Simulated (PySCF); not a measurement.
# Diatomics of Se with the chalcogens

PBE0 with triple-zeta basis sets in PySCF, for the lowest determinant that a PBE0 search found; no spin–orbit coupling. De refers to high-spin ground-configuration atoms. A positive dipole means M(−)Se(+).

```tsv
M	basis	state (unpaired electrons)	Re (Å)	ωe (cm⁻¹)	De (eV)	μ (D)
O	def2-TZVPP	triplet (π ↑↑)	1.633	973	4.56	2.13
S	def2-TZVPP	triplet (π ↑↑)	2.028	578	4.11	0.58
Se	def2-TZVPP	triplet (π ↑↑)	2.163	404	3.72	n/a
Te	x2c-TZVPPall	triplet (π ↑↑)	2.351	331	3.37	-0.95
```

**Question.** By what factor does the well depth vary along the series?

**Answer.** At PBE0 it runs from 3.37 eV (TeSe) to 4.56 eV (SeO), a factor of 1.35.

The rows differ in basis set, which adds steps of its own.

Relativity is treated differently too: O no relativity; S no relativity; Se no relativity; Te spin-free X2C.

Down a group bonds as a rule get longer and wavenumbers fall, partly through the reduced mass; this series shows no clear exception.

These are scalar-relativistic numbers at best; spin–orbit coupling would shift them, the dissociation energy most. States were picked by a PBE0 search and need not be the measured ground states.
